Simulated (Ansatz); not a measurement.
`[NH2][Ta](=[S])([Cl])[Cl]` at its PBE0-D4/def2-TZVP geometry, where that method's forces vanish. The species carries charge 0 and has multiplicity 1. Ta: def2 effective core potential.

```xyz
7

N     1.1749    0.4049    0.0172
Ta   -0.6571   -0.2387   -0.0227
S    -0.6874   -1.7101   -1.5851
Cl   -1.1820   -1.1744    2.0036
Cl   -2.0684    1.5038   -0.5015
H     1.9304    0.0986   -0.5773
H     1.4896    1.1160    0.6658
```

What forces (eV/Å) does ωB97M-V/def2-TZVPP give on these atoms in Ansatz? (An estimate is asked.)

Ansatz gave: 
```
N1   0.020  0.035  0.031
Ta2  0.094 -0.246 -0.297
S3  -0.009  0.148  0.161
Cl4 -0.034 -0.026  0.110
Cl5 -0.073  0.092 -0.001
H6  -0.012  0.018  0.023
H7   0.014 -0.021 -0.027
```
